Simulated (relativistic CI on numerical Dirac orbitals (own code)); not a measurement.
# Inner-shell lines of Rh XXX

These numbers are calculated, not measured: Dirac-Coulomb-Breit CI, separate exchange-only KLI orbitals for each configuration, model QED (radiative potential, 1s self-energy scaled to tabulated hydrogen-like ionisation energies), valence Slater integrals scaled by 0.9 (own radial code, finite nucleus).

Configurations in the expansion (outside the closed core 1s2 2p6): 2s²3s²3p⁴, 2s3s²3p⁵, 2s3s²3p⁴4p, 2s3s3p⁶, 2s3s3p⁵4p, 2s²3s3p⁵. Levels of other configurations are missing.

The table holds the strongest lines. The upper levels have an inner-shell vacancy. Auger decay, open to those above the ionisation limit, is not computed, and radiative decays to configurations outside the model are missing too. Absolute energies can be off by a few tenths of a per cent, and at this charge the scaling can make term splittings too narrow, so close lines can change order. LS names give the leading component, which can be well under half, for lower levels too. Brackets number the levels in order of energy.

```tsv
E (eV)	Upper	Lower	A (s⁻¹)	gA (s⁻¹)
3129.3	2s3s²3p⁵ ³P°1 [13]	2s²3s²3p⁴ ³P0 [5]	3.14e+13	9.41e+13
3129.4	2s3s²3p⁵ ³P°2 [10]	2s²3s²3p⁴ ¹D2 [4]	1.77e+13	8.86e+13
3132.3	2s3s²3p⁵ ¹P°1 [11]	2s²3s²3p⁴ ¹D2 [4]	4.46e+13	1.34e+14
3134.9	2s3s²3p⁵ ³P°2 [10]	2s²3s²3p⁴ ³P1 [3]	2.39e+13	1.19e+14
3135.9	2s3s3p⁶ ¹S0 [15]	2s²3s3p⁵ ¹P°1 [9]	8.74e+13	8.74e+13
3157.2	2s3s3p⁶ ³S1 [14]	2s²3s3p⁵ ³P°1 [7]	3.24e+13	9.71e+13
3159.5	2s3s²3p⁵ ¹P°1 [11]	2s²3s²3p⁴ ¹S0 [2]	2.75e+13	8.26e+13
3165.2	2s3s²3p⁵ ³P°1 [13]	2s²3s²3p⁴ ¹D2 [4]	7.77e+13	2.33e+14
3166.1	2s3s²3p⁵ ³P°2 [10]	2s²3s²3p⁴ ³P2 [1]	4.81e+13	2.41e+14
3169.0	2s3s²3p⁵ ¹P°1 [11]	2s²3s²3p⁴ ³P2 [1]	6.02e+13	1.80e+14
3169.3	2s3s²3p⁵ ³P°0 [12]	2s²3s²3p⁴ ³P1 [3]	8.37e+13	8.37e+13
3170.0	2s3s3p⁶ ³S1 [14]	2s²3s3p⁵ ³P°2 [6]	7.00e+13	2.10e+14
3170.7	2s3s²3p⁵ ³P°1 [13]	2s²3s²3p⁴ ³P1 [3]	1.26e+13	3.79e+13
3954.8	2s3s3p⁵4p ³D3 [59]	2s²3s3p⁵ ³P°2 [6]	8.83e+12	6.18e+13
3961.7	2s3s²3p⁴4p ³D°3 [17]	2s²3s²3p⁴ ³P2 [1]	8.73e+12	6.11e+13
3963.8	2s3s²3p⁴4p ³F°3 [36]	2s²3s²3p⁴ ¹D2 [4]	1.06e+13	7.41e+13
3964.6	2s3s²3p⁴4p ³P°2 [33]	2s²3s²3p⁴ ³P1 [3]	7.29e+12	3.64e+13
3965.6	2s3s²3p⁴4p ³D°2 [19]	2s²3s²3p⁴ ³P2 [1]	7.42e+12	3.71e+13
3968.1	2s3s3p⁵4p ³P2 [63]	2s²3s3p⁵ ³P°2 [6]	1.81e+13	9.04e+13
3968.3	2s3s3p⁵4p ³D3 [64]	2s²3s3p⁵ ³P°2 [6]	1.05e+13	7.33e+13
3969.7	2s3s3p⁵4p ³S1 [65]	2s²3s3p⁵ ³P°2 [6]	1.26e+13	3.77e+13
3969.8	2s3s²3p⁴4p ³P°1 [55]	2s²3s²3p⁴ ³P0 [5]	1.02e+13	3.07e+13
3972.6	2s3s²3p⁴4p ³P°1 [42]	2s²3s²3p⁴ ¹D2 [4]	1.31e+13	3.93e+13
3973.1	2s3s²3p⁴4p ³D°3 [22]	2s²3s²3p⁴ ³P2 [1]	7.28e+12	5.10e+13
3973.6	2s3s3p⁵4p ³D3 [68]	2s²3s3p⁵ ³P°2 [6]	8.28e+12	5.80e+13
3976.5	2s3s²3p⁴4p ³P°1 [40]	2s²3s²3p⁴ ³P1 [3]	1.14e+13	3.41e+13
3976.7	2s3s²3p⁴4p ³P°2 [25]	2s²3s²3p⁴ ³P2 [1]	1.81e+13	9.03e+13
3976.8	2s3s²3p⁴4p ³D°2 [47]	2s²3s²3p⁴ ¹D2 [4]	8.12e+12	4.06e+13
3977.2	2s3s²3p⁴4p ³D°2 [41]	2s²3s²3p⁴ ³P1 [3]	1.27e+13	6.36e+13
3977.5	2s3s²3p⁴4p ¹P°1 [31]	2s²3s²3p⁴ ¹S0 [2]	2.11e+13	6.32e+13
3977.6	2s3s²3p⁴4p ¹F°3 [48]	2s²3s²3p⁴ ¹D2 [4]	2.10e+13	1.47e+14
3977.8	2s3s²3p⁴4p ³D°3 [26]	2s²3s²3p⁴ ³P2 [1]	1.58e+13	1.11e+14
3979.1	2s3s²3p⁴4p ¹D°2 [44]	2s²3s²3p⁴ ³P1 [3]	6.21e+12	3.10e+13
3979.3	2s3s²3p⁴4p ¹P°1 [57]	2s²3s²3p⁴ ³P0 [5]	2.21e+13	6.62e+13
3980.1	2s3s²3p⁴4p ¹D°2 [51]	2s²3s²3p⁴ ¹D2 [4]	1.61e+13	8.07e+13
```
